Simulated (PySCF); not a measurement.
**Al⁺: ionisation energy**

Al⁺ [Ne] 3s2 (1S) → Al²⁺ [Ne] 3s1 (2S), as a difference of total energies. Calculation: PySCF 2.14, in x2c-TZVPall; scalar relativity by spin-free X2C-1e. Correlated levels: valence: [Ne] frozen. The calculations carry no spin-orbit coupling.

```json
{"method": "UHF", "ionisation energy (eV)": "17.559"}
{"method": "B3LYP", "ionisation energy (eV)": "18.965"}
{"method": "LDA", "ionisation energy (eV)": "18.950"}
{"method": "MP2 (valence)", "ionisation energy (eV)": "18.297"}
{"method": "SCS-MP2 (valence)", "ionisation energy (eV)": "18.445"}
{"method": "CCSD (valence)", "ionisation energy (eV)": "18.623"}
```

**Question.** How much does correlation contribute at MP2 (valence)?

**Answer.** 18.297 − (17.559) = 0.738 eV, measured against UHF.

Errors of the correlated levels include the incompleteness of this basis and the frozen core.

With two correlated electrons CCSD is exact in that space.

For comparison: 18.829 eV (measured; NIST Atomic Spectra Database, ionization energies).
